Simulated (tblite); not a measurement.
C2H5N, triplet, geometry from GFN2-xTB (a higher spin typed on purpose: for a closed-shell molecule this is an excited state); GFN1-xTB in tblite 0.6.0.

tblite was given this input:
```
$ tblite run mol.xyz --method gfn1 --charge 0 --spin 2 --json tblite.json --no-restart

# file mol.xyz
8

C      1.18220412    -0.18704546     0.00761715
N     -0.13698691     0.02812507     0.44949271
C     -1.19713933     0.18377426    -0.35550450
H      1.53745989     0.64718989    -0.61480816
H      1.83221410    -0.29239572     0.87664903
H      1.25623146    -1.08844880    -0.61795110
H     -1.93125172    -0.61564286    -0.33659213
H     -1.64613406     1.17204923    -0.36642255
```

It wrote (shortened):

```
xTB calculator
 | screened Coulomb repulsion
 | Coulomb electrostatics
 |  * isotropic Klopman-Ohno-Mataga-Nishimoto electrostatics
 |  * onsite third-order electrostatics
 | DFT-D3(BJ) dispersion correction

halogen bonding energy    0.0000000000000E+00 Eh
repulsion energy          1.1981164919468E-01 Eh
dispersion energy        -1.6251566461570E-03 Eh
number of electrons       1.8000000000000E+01 e
integral cutoff           1.9731147476801E+01 bohr

------------------------------------------------------------
  cycle        total energy    energy error   density error
------------------------------------------------------------
      1     -9.914607521393  -1.0032794E+01   5.5034050E-01
      2     -9.954737113413  -4.0129592E-02   3.2363717E-01
      3     -9.954701640139   3.5473274E-05   8.9789902E-02
      4     -9.955435648011  -7.3400787E-04   3.7174946E-03
      5     -9.955449684297  -1.4036286E-05   6.2044733E-04
      6     -9.955450030928  -3.4663106E-07   9.3877698E-05
      7     -9.955450034607  -3.6785650E-09   1.5584284E-05
------------------------------------------------------------

electronic energy        -1.0073636527156E+01 Eh
total energy             -9.9554500346070E+00 Eh

Post processing:
 | Mayer-Wiberg bond orders

[Info] JSON dump of results written to 'tblite.json'
```
